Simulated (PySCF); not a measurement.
Compound: C₂H₉NSi₃.
Cartesian coordinates in Å at the GFN2-xTB level; atoms count from 1:
```xyz
15
C2H9NSi3 angstrom
C      0.2755    1.8216   -0.5606
Si    -0.0399   -0.0314   -0.1955
Si    -1.9747   -0.3019    1.0810
Si     1.9423   -1.0992    0.4188
C     -0.4636   -0.7056   -1.8951
N     -0.7267   -1.1495   -2.9200
H     -0.6034    2.3037   -0.9807
H      1.0906    1.9591   -1.2663
H      0.5374    2.3533    0.3506
H     -2.2935   -1.7214    1.2421
H     -1.7642    0.2539    2.4223
H     -3.1551    0.3611    0.5236
H      3.0461   -0.8998   -0.5223
H      1.7310   -2.5407    0.5598
H      2.3936   -0.5951    1.7205
```

Theory: TDDFT PBE0/def2-SVPD, vertical, gas phase, core orbitals frozen in the response in PySCF 2.14.0, density-fitted response routines.

Transition dipole moments from the ground state, in atomic units and in the frame of the coordinates above (overall signs are arbitrary), for the states with f of 0.002 or more among the lowest 7:

```tsv
state	E (eV)	μx	μy	μz
S1	6.268	-0.448	0.091	0.076
S2	6.541	1.036	-0.211	-0.175
S3	6.726	0.011	0.355	-0.346
S4	6.804	-0.037	0.060	-0.295
S5	6.926	-0.590	0.120	0.100
S6	7.202	-0.237	-0.601	-0.689
S7	7.344	0.472	-0.096	-0.079
```

(1) What oscillator strength does each state have?

(2) Label these states by symmetry in Cs.

(3) Which bond between heavy atoms lies closest to the direction of the S2 transition dipole?

(4) What angle do the transition dipoles of S3 and S4 make?

(5) What peak molar absorption coefficient would the strongest computed level give as a lone Gaussian band 0.5 eV wide at half height?

Answers

(1) f = (2/3) ΔE |μ|² with ΔE in hartree (27.2114 eV).

```json
{"state": "S1", "|μ|² (au)": "0.215", "|μ| (D)": "1.18", "f": "0.033"}
{"state": "S2", "|μ|² (au)": "1.149", "|μ| (D)": "2.72", "f": "0.184"}
{"state": "S3", "|μ|² (au)": "0.246", "|μ| (D)": "1.26", "f": "0.041"}
{"state": "S4", "|μ|² (au)": "0.092", "|μ| (D)": "0.77", "f": "0.015"}
{"state": "S5", "|μ|² (au)": "0.373", "|μ| (D)": "1.55", "f": "0.063"}
{"state": "S6", "|μ|² (au)": "0.892", "|μ| (D)": "2.40", "f": "0.157"}
{"state": "S7", "|μ|² (au)": "0.238", "|μ| (D)": "1.24", "f": "0.043"}
```

(2) The ground state is totally symmetric, so the direction of μ fixes the label. Polarised normal to the mirror plane, so A″: S1, S2, S5 and S7. Polarised in the mirror plane, so A′: S3, S4 and S6.

(3) Si2–Si3 and Si2–Si4, at 30° from it; next C5–N6, Si2–C5 and C1–Si2 at 90°.

(4) |cos θ| = |μa·μb| / (|μa| |μb|) = 0.82, so θ ≈ 35° (taken between 0 and 90°, since the signs are arbitrary).

(5) ε(max) = 2.175×10⁸ f / FWHM, with the width in cm⁻¹. S2: 2.175×10⁸ × 0.1842 / 4033 ≈ 9900 L mol⁻¹ cm⁻¹.
